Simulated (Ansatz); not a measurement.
Ansatz (an electronic-structure program) input file for Zr(OH)3 (H₃O₃Zr), SMILES [OH][Zr+]([OH])[OH], charge +1, multiplicity 1, B3LYP-D3(BJ)/def2-SVP. 

Ansatz 0.2 input:
```yaml
crystal:
  periodic: [false, false, false]
  atoms:
    - {symbol: Zr, position_ang: [-0.00073321, -0.00024107, -0.00000000]}
    - {symbol: O, position_ang: [1.81259330, 0.23167777, 0.00000000]}
    - {symbol: H, position_ang: [2.76593066, 0.38624938, 0.00000000]}
    - {symbol: O, position_ang: [-1.10614716, 1.45590800, 0.00000000]}
    - {symbol: H, position_ang: [-1.70302379, 2.21516015, 0.00000000]}
    - {symbol: O, position_ang: [-0.70475035, -1.68771598, 0.00000000]}
    - {symbol: H, position_ang: [-1.04714482, -2.59072512, -0.00000000]}
basis:
  gaussian:
    orbitals: def2-SVP
hamiltonian:
  xc: b3lyp
  dispersion: d3bj
total_charge: 1
relax: {f_tol: 0.002, max_steps: 200}
```

Log of the run:

```
WARN ansatz: RAYON_NUM_THREADS=1 ignored (pool sized by the plan → 1); use --threads N
Functional definition: B3LYP
integrals: 0.04 GiB planned
936 factors; integrals over basis functions are off by at most 4.4e-4 eV
mean field: 0.30 GiB planned
mean field evaluation 1: about -7433.2535 eV, gradient 1.3e2 eV
mean field evaluation 2: about -7221.2990 eV, gradient 3.1e2 eV
mean field evaluation 4: about -7463.5548 eV, gradient 1.1e1 eV
mean field evaluation 8: about -7463.8526 eV, gradient 2.2e-1 eV
mean field evaluation 16: about -7463.8527 eV, gradient 7.3e-6 eV
mean field -7463.85271823 eV, -274.2915282139 hartree, gradient 7.3e-6 eV, S^2 0.000000; 0 other end points of the search recorded, 0 dependent functions left out
the calculation of the forces begins
reference -7463.85301822 eV, -274.2915392383 hartree; 19, 19 occupied and 69, 69 virtual orbitals, 936 factors
relax step   1: F+E_penalty+E_count = -7464.04444367 eV  Δ(F+E_penalty+E_count) = +0.000e0 eV  max|allowed force component| = 2.501e0 eV/Å  Δτ_max = 0.0000 Å  (28 SCF iters, accepted)
these checks for a lower state are left out or cut short: starts, cluster_reference, orbital_swaps, neighbouring_geometries, increment
integrals: 0.04 GiB planned
936 factors; integrals over basis functions are off by at most 4.7e-4 eV
mean field: 0.30 GiB planned
mean field -7464.08714088 eV, -274.3001430874 hartree, gradient 9.1e-6 eV, S^2 0.000000; 0 other end points of the search recorded, 0 dependent functions left out
the calculation of the forces begins
reference -7464.08744180 eV, -274.3001541461 hartree; 19, 19 occupied and 69, 69 virtual orbitals, 936 factors
relax step   2: F+E_penalty+E_count = -7464.27510756 eV  Δ(F+E_penalty+E_count) = -2.307e-1 eV  max|allowed force component| = 1.895e-1 eV/Å  Δτ_max = 0.0695 Å  (30 SCF iters, accepted)
these checks for a lower state are left out or cut short: starts, cluster_reference, orbital_swaps, neighbouring_geometries, increment
integrals: 0.04 GiB planned
936 factors; integrals over basis functions are off by at most 4.7e-4 eV
mean field: 0.30 GiB planned
mean field evaluation 32: about -7464.0885 eV, gradient 2.7e-5 eV
mean field -7464.08845586 eV, -274.3001914119 hartree, gradient 2.7e-5 eV, S^2 0.000000; 0 other end points of the search recorded, 0 dependent functions left out
the calculation of the forces begins
reference -7464.08875669 eV, -274.3002024674 hartree; 19, 19 occupied and 69, 69 virtual orbitals, 936 factors
relax step   3: F+E_penalty+E_count = -7464.27671235 eV  Δ(F+E_penalty+E_count) = -1.605e-3 eV  max|allowed force component| = 1.409e-2 eV/Å  Δτ_max = 0.0060 Å  (29 SCF iters, accepted)
these checks for a lower state are left out or cut short: starts, cluster_reference, orbital_swaps, neighbouring_geometries, increment
integrals: 0.04 GiB planned
936 factors; integrals over basis functions are off by at most 4.7e-4 eV
mean field: 0.30 GiB planned
mean field -7464.08848818 eV, -274.3001925998 hartree, gradient 6.0e-5 eV, S^2 0.000000; 0 other end points of the search recorded, 0 dependent functions left out
the calculation of the forces begins
reference -7464.08878901 eV, -274.3002036550 hartree; 19, 19 occupied and 69, 69 virtual orbitals, 936 factors
relax step   4: F+E_penalty+E_count = -7464.27675025 eV  Δ(F+E_penalty+E_count) = -3.790e-5 eV  max|allowed force component| = 1.359e-2 eV/Å  Δτ_max = 0.0013 Å  (21 SCF iters, accepted)
these checks for a lower state are left out or cut short: starts, cluster_reference, orbital_swaps, neighbouring_geometries, increment
integrals: 0.04 GiB planned
936 factors; integrals over basis functions are off by at most 4.6e-4 eV
mean field: 0.30 GiB planned
mean field -7464.08872933 eV, -274.3002014619 hartree, gradient 2.7e-5 eV, S^2 0.000000; 0 other end points of the search recorded, 0 dependent functions left out
the calculation of the forces begins
reference -7464.08903013 eV, -274.3002125161 hartree; 19, 19 occupied and 69, 69 virtual orbitals, 936 factors
relax step   5: F+E_penalty+E_count = -7464.27698780 eV  Δ(F+E_penalty+E_count) = -2.376e-4 eV  max|allowed force component| = 6.845e-3 eV/Å  Δτ_max = 0.0102 Å  (29 SCF iters, accepted)
these checks for a lower state are left out or cut short: starts, cluster_reference, orbital_swaps, neighbouring_geometries, increment
integrals: 0.04 GiB planned
936 factors; integrals over basis functions are off by at most 4.6e-4 eV
mean field: 0.30 GiB planned
mean field -7464.08873662 eV, -274.3002017298 hartree, gradient 7.6e-5 eV, S^2 0.000000; 0 other end points of the search recorded, 0 dependent functions left out
the calculation of the forces begins
reference -7464.08903742 eV, -274.3002127839 hartree; 19, 19 occupied and 69, 69 virtual orbitals, 936 factors
relax step   6: F+E_penalty+E_count = -7464.27699085 eV  Δ(F+E_penalty+E_count) = -3.051e-6 eV  max|allowed force component| = 1.912e-3 eV/Å  Δτ_max = 0.0011 Å  (19 SCF iters, accepted)
these checks for a lower state are left out or cut short: starts, cluster_reference, orbital_swaps, neighbouring_geometries, increment
integrals: 0.04 GiB planned
936 factors; integrals over basis functions are off by at most 4.6e-4 eV
mean field: 0.30 GiB planned
mean field -7464.08909251 eV, -274.3002148084 hartree, gradient 5.9e-6 eV, S^2 0.000000; 0 other end points of the search recorded, 0 dependent functions left out
the calculation of the forces begins
reference -7464.08939332 eV, -274.3002258630 hartree; 19, 19 occupied and 69, 69 virtual orbitals, 936 factors
relax step   7: F+E_penalty+E_count = -7464.27734186 eV  Δ(F+E_penalty+E_count) = -3.510e-4 eV  max|allowed force component| = 1.793e-2 eV/Å  Δτ_max = 0.0304 Å  (28 SCF iters, accepted)
these checks for a lower state are left out or cut short: starts, cluster_reference, orbital_swaps, neighbouring_geometries, increment
integrals: 0.04 GiB planned
936 factors; integrals over basis functions are off by at most 4.7e-4 eV
mean field: 0.30 GiB planned
mean field evaluation 64: about -7464.1049 eV, gradient 5.8e-6 eV
mean field -7464.10492442 eV, -274.3007966205 hartree, gradient 5.8e-6 eV, S^2 0.000000; 0 other end points of the search recorded, 0 dependent functions left out
the calculation of the forces begins
reference -7464.10522576 eV, -274.3008076943 hartree; 19, 19 occupied and 69, 69 virtual orbitals, 936 factors
relax step   8: F+E_penalty+E_count = -7464.29343217 eV  Δ(F+E_penalty+E_count) = -1.609e-2 eV  max|allowed force component| = 1.687e-1 eV/Å  Δτ_max = 0.2000 Å  (34 SCF iters, accepted)
these checks for a lower state are left out or cut short: starts, cluster_reference, orbital_swaps, neighbouring_geometries, increment
integrals: 0.04 GiB planned
936 factors; integrals over basis functions are off by at most 4.4e-4 eV
mean field: 0.30 GiB planned
mean field -7464.13943733 eV, -274.3020649466 hartree, gradient 5.6e-6 eV, S^2 0.000000; 0 other end points of the search recorded, 0 dependent functions left out
the calculation of the forces begins
reference -7464.13973874 eV, -274.3020760231 hartree; 19, 19 occupied and 69, 69 virtual orbitals, 936 factors
relax step   9: F+E_penalty+E_count = -7464.32956248 eV  Δ(F+E_penalty+E_count) = -3.613e-2 eV  max|allowed force component| = 1.205e-1 eV/Å  Δτ_max = 0.2000 Å  (34 SCF iters, accepted)
these checks for a lower state are left out or cut short: starts, cluster_reference, orbital_swaps, neighbouring_geometries, increment
integrals: 0.04 GiB planned
936 factors; integrals over basis functions are off by at most 4.3e-4 eV
mean field: 0.30 GiB planned
mean field -7464.15212411 eV, -274.3025311769 hartree, gradient 1.6e-5 eV, S^2 0.000000; 0 other end points of the search recorded, 0 dependent functions left out
the calculation of the forces begins
reference -7464.15242529 eV, -274.3025422450 hartree; 19, 19 occupied and 69, 69 virtual orbitals, 936 factors
relax step  10: F+E_penalty+E_count = -7464.34318508 eV  Δ(F+E_penalty+E_count) = -1.362e-2 eV  max|allowed force component| = 5.941e-2 eV/Å  Δτ_max = 0.0798 Å  (28 SCF iters, accepted)
these checks for a lower state are left out or cut short: starts, cluster_reference, orbital_swaps, neighbouring_geometries, increment
integrals: 0.04 GiB planned
936 factors; integrals over basis functions are off by at most 3.9e-4 eV
mean field: 0.30 GiB planned
mean field -7464.14773125 eV, -274.3023697425 hartree, gradient 1.1e-5 eV, S^2 0.000000; 0 other end points of the search recorded, 0 dependent functions left out
the calculation of the forces begins
reference -7464.14803246 eV, -274.3023808116 hartree; 19, 19 occupied and 69, 69 virtual orbitals, 936 factors
relax step  11: F+E_penalty+E_count = -7464.33981628 eV  Δ(F+E_penalty+E_count) = +3.369e-3 eV  max|allowed force component| = 5.468e-1 eV/Å  Δτ_max = 0.1154 Å  (29 SCF iters, rejected (line search))
these checks for a lower state are left out or cut short: starts, cluster_reference, orbital_swaps, neighbouring_geometries, increment
integrals: 0.04 GiB planned
936 factors; integrals over basis functions are off by at most 4.1e-4 eV
mean field: 0.30 GiB planned
mean field -7464.15755933 eV, -274.3027309176 hartree, gradient 2.2e-5 eV, S^2 0.000000; 0 other end points of the search recorded, 0 dependent functions left out
the calculation of the forces begins
reference -7464.15786037 eV, -274.3027419808 hartree; 19, 19 occupied and 69, 69 virtual orbitals, 936 factors
relax step  12: F+E_penalty+E_count = -7464.34937819 eV  Δ(F+E_penalty+E_count) = -6.193e-3 eV  max|allowed force component| = 3.447e-2 eV/Å  Δτ_max = 0.0577 Å  (28 SCF iters, accepted)
these checks for a lower state are left out or cut short: starts, cluster_reference, orbital_swaps, neighbouring_geometries, increment
integrals: 0.04 GiB planned
936 factors; integrals over basis functions are off by at most 4.0e-4 eV
mean field: 0.30 GiB planned
mean field evaluation 96: about -7464.1592 eV, gradient 1.4e-1 eV
mean field -7464.15927338 eV, -274.3027939078 hartree, gradient 7.1e-6 eV, S^2 0.000000; 0 other end points of the search recorded, 0 dependent functions left out
the calculation of the forces begins
reference -7464.15957444 eV, -274.3028049715 hartree; 19, 19 occupied and 69, 69 virtual orbitals, 936 factors
relax step  13: F+E_penalty+E_count = -7464.35187263 eV  Δ(F+E_penalty+E_count) = -2.494e-3 eV  max|allowed force component| = 3.515e-3 eV/Å  Δτ_max = 0.0514 Å  (29 SCF iters, accepted)
these checks for a lower state are left out or cut short: starts, cluster_reference, orbital_swaps, neighbouring_geometries, increment
integrals: 0.04 GiB planned
936 factors; integrals over basis functions are off by at most 4.0e-4 eV
mean field: 0.30 GiB planned
mean field -7464.15923690 eV, -274.3027925673 hartree, gradient 5.4e-6 eV, S^2 0.000000; 0 other end points of the search recorded, 0 dependent functions left out
the calculation of the forces begins
reference -7464.15953798 eV, -274.3028036317 hartree; 19, 19 occupied and 69, 69 virtual orbitals, 936 factors
relax step  14: F+E_penalty+E_count = -7464.35193477 eV  Δ(F+E_penalty+E_count) = -6.214e-5 eV  max|allowed force component| = 2.356e-3 eV/Å  Δτ_max = 0.0070 Å  (31 SCF iters, accepted)
these checks for a lower state are left out or cut short: starts, cluster_reference, orbital_swaps, neighbouring_geometries, increment
integrals: 0.04 GiB planned
936 factors; integrals over basis functions are off by at most 4.0e-4 eV
mean field: 0.30 GiB planned
mean field -7464.15920280 eV, -274.3027913141 hartree, gradient 1.5e-5 eV, S^2 0.000000; 0 other end points of the search recorded, 0 dependent functions left out
the calculation of the forces begins
reference -7464.15950388 eV, -274.3028023786 hartree; 19, 19 occupied and 69, 69 virtual orbitals, 936 factors
relax step  15: F+E_penalty+E_count = -7464.35193798 eV  Δ(F+E_penalty+E_count) = -3.205e-6 eV  max|allowed force component| = 1.390e-3 eV/Å  Δτ_max = 0.0022 Å  (22 SCF iters, accepted)
integrals: 0.04 GiB planned
936 factors; integrals over basis functions are off by at most 4.0e-4 eV
mean field: 0.30 GiB planned
mean field evaluation 128: about -7464.1592 eV, gradient 2.8e-4 eV
mean field -7464.15920280 eV, -274.3027913141 hartree, gradient 1.5e-5 eV, S^2 0.000000; 1 other end points of the search recorded, 0 dependent functions left out
the calculation of the forces begins
reference -7464.15950388 eV, -274.3028023786 hartree; 19, 19 occupied and 69, 69 virtual orbitals, 936 factors
Total energy: -7464.35223906 eV, -274.3098852658 hartree
Atom 0 at     0.002357     0.001526    -0.628471 Å, force     0.000077    -0.000046    -0.000205 eV/Å
Atom 1 at     1.794531     0.242594    -0.111011 Å, force     0.001390     0.000206     0.000291 eV/Å
Atom 2 at     2.652488     0.357987     0.320537 Å, force    -0.000648    -0.000089    -0.000234 eV/Å
Atom 3 at    -1.102512     1.433016    -0.110901 Å, force    -0.000906     0.001141     0.000323 eV/Å
Atom 4 at    -1.631431     2.118297     0.320694 Å, force     0.000410    -0.000536    -0.000241 eV/Å
Atom 5 at    -0.684856    -1.671170    -0.111162 Å, force    -0.000565    -0.001245     0.000282 eV/Å
Atom 6 at    -1.013852    -2.471938     0.320314 Å, force     0.000241     0.000567    -0.000215 eV/Å
Dipole moment:    -0.000014     0.000028    -0.220177 e Å
```

The calculation finished and met its thresholds.

Cost: around 50 core-seconds (rough).
